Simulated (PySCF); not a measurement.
System: C4H2FS, net charge -1, singlet state. It need not be the lowest isomer of its formula. Whether it binds its extra electron was not tested at this geometry. SMILES: Fc1[c-]scc1
Geometry from a B3LYP-D3(BJ)/def2-TZVP (Ansatz) optimisation:
```xyz
8

F     -2.0916    -0.9293     0.5170
C     -0.8586    -0.3541     0.2033
C     -0.7454     0.9354    -0.2295
S      0.9588     1.1192    -0.4634
C      1.4330    -0.4892     0.0135
C      0.2969    -1.1744     0.3533
H      2.4535    -0.8466     0.0261
H      0.2738    -2.2042     0.6920
```
Charge -1, spin multiplicity 1.

Dispersion corrections to the total energy (kcal/mol) from the dftd3 and dftd4 libraries through PySCF: D3(BJ) without and D4 with the three-body term, each with the damping fitted for the functional named.

```tsv
functional	D3(BJ)	D4
HSE06	(withheld)	-4.53
TPSS	(withheld)	-7.95
PBE0	-4.24	-4.88
PW6B95	(withheld)	-5.31
B3LYP	-8.86	-9.53
LC-wPBE	-4.68	-6.53
BHLYP	-7.10	-7.02
```

Task: Complete the blanks.

Result: 
- HSE06, D3(BJ): -3.24
- TPSS, D3(BJ): -6.22
- PW6B95, D3(BJ): -2.54
